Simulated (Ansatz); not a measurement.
CCl3F3Sn, SMILES `F[C](F)(F)[Sn]([Cl])([Cl])[Cl]`. Charge 0, multiplicity 1. Sn: def2 effective core potential.

```xyz
8

F    -0.703    1.978    0.079
C    -0.297    0.906    0.759
F     0.750    1.258    1.505
F    -1.282    0.532    1.574
Sn    0.242   -0.736   -0.617
Cl    1.969   -0.077   -1.976
Cl    0.892   -2.574    0.591
Cl   -1.570   -1.286   -1.913
```

Problem. List the harmonic frequencies (cm⁻¹, unscaled) at PBE0-D4/def2-TZVP in Ansatz. (An estimate is asked.)

Solution. Ansatz gave: 14, 62, 62, 108, 108, 115, 222, 222, 252, 378, 400, 400, 525, 525, 741, 1140, 1179, 1179.
